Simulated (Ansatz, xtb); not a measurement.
## C4H5NOS: which of two isomers lies lower

Structure a is `[H]/N=C1\CC(=O)CS1`, a singlet and structure b is `Nc1cc(O)cs1`, a singlet. Both are isolated molecules in the gas phase, relaxed with r2SCAN-D4/def2-SVP; the shapes shown needn't be the lowest conformers.

a (Å):

```yaml
atoms:
  - { symbol: C, position_ang: [-1.4523, 0.2107, 0.5793] }
  - { symbol: C, position_ang: [-1.0456, -0.2203, -0.8113] }
  - { symbol: C, position_ang: [-0.2219, 0.8718, -1.4660] }
  - { symbol: C, position_ang: [0.4585, 1.7589, -0.4237] }
  - { symbol: N, position_ang: [-2.3504, -0.2542, 1.3446] }
  - { symbol: O, position_ang: [-0.0937, 1.0347, -2.6524] }
  - { symbol: S, position_ang: [-0.4441, 1.5750, 1.1472] }
  - { symbol: H, position_ang: [-2.8383, -1.0350, 0.8936] }
  - { symbol: H, position_ang: [-1.9065, -0.4957, -1.4400] }
  - { symbol: H, position_ang: [-0.3977, -1.1152, -0.7355] }
  - { symbol: H, position_ang: [0.4613, 2.8023, -0.7738] }
  - { symbol: H, position_ang: [1.5096, 1.4356, -0.3173] }
```

b (Å):

```xyz
12

C    -1.1586   -1.3001    0.1598
C    -0.9250   -2.6496    0.0020
C    -0.8532   -3.0266   -1.3745
C    -1.0262   -1.9791   -2.2504
N    -1.3624   -0.5919    1.3305
O    -0.6204   -4.3225   -1.7006
S    -1.2982   -0.4928   -1.3804
H    -1.0816    0.3832    1.3029
H    -1.0056   -1.0590    2.1579
H    -0.8070   -3.3582    0.8233
H    -0.6029   -4.3979   -2.6635
H    -1.0020   -1.9809   -3.3392
```

Energies in hartree; the thermal terms are from GFN2-xTB frequencies at re-optimised GFN2-xTB minima (ideal gas, soft modes damped towards free rotors, one conformer each, 298.15 K, 1 atm) and include the zero-point energy:

|  | a | b |
| --- | --- | --- |
| E, CCSD(T)/def2-SVP | −681.944875 | −681.935319 |
| E, MP2/def2-SVP | −681.857953 | −681.855321 |
| E, MP2/def2-TZVPP | −682.568385 | −682.573019 |
| zero-point energy | 0.084060 | 0.084567 |
| H(298 K) − E | 0.091771 | 0.092423 |
| G(298 K) − E | 0.052457 | 0.053918 |

**Question.** Correct the CCSD(T) difference for the basis set by the MP2 change, then work out ΔE, ΔE₀, ΔH and ΔG for a → b in kcal/mol (1 Eh = 627.51 kcal/mol) and the equilibrium ratio [b]/[a].

**Answer.** 1. Differences b − a: CCSD(T) +0.009556, MP2 in the small set +0.002632, MP2 in the large set −0.004634 Eh.
2. ΔE = +0.009556 + (−0.004634 − (+0.002632)) = +0.002290 Eh = +1.44 kcal/mol.
3. ΔE₀ = ΔE + ΔZPE = +0.002290 + (+0.000507) Eh = +1.76 kcal/mol.
4. ΔH = ΔE + (+0.000652) Eh = +1.85 kcal/mol.
5. ΔG = ΔE + (+0.001461) Eh = +2.35 kcal/mol, so ΔS = (ΔH − ΔG)/T = −7.1 J/(mol K).
6. kT = 0.9442 mEh, so K = [b]/[a] = exp(−ΔG/kT) = exp(−3.97) ≈ 0.019.

Structure a is favoured at this temperature. An error of 1 kcal/mol in ΔG would change K by a factor of 5.4. The basis-set step is large, which makes the value less sure. GFN2-xTB gave ΔE the other sign. Mirror images and further conformers aren't counted.

As drawn, b has 1 C–N, 3 C∷C, 1 C–O, 2 C∷S, 1 N–H, 1 O–H in place of 1 C=N, 3 C–C, 1 C=O, 2 C–S, 2 C–H (∷ is an aromatic bond). Structure a has a 5-membered ring, b a 5-membered ring (with an aromatic ring).

Other levels gave ΔE = −5.4 (GFN2-xTB); +11.4 (HF/STO-3G, GFN2-xTB geometries); −0.5 (r2SCAN-D4/def2-SVP//GFN2-xTB); +0.1 (r2SCAN-D4/def2-SVP); +5.7 (HF/def2-SVP); +1.7 (MP2/def2-SVP); +6.0 (CCSD(T)/def2-SVP) kcal/mol. The correlated steps freeze 11 core orbitals. Programs: Ansatz 0.2.0, xtb 6.7.1.
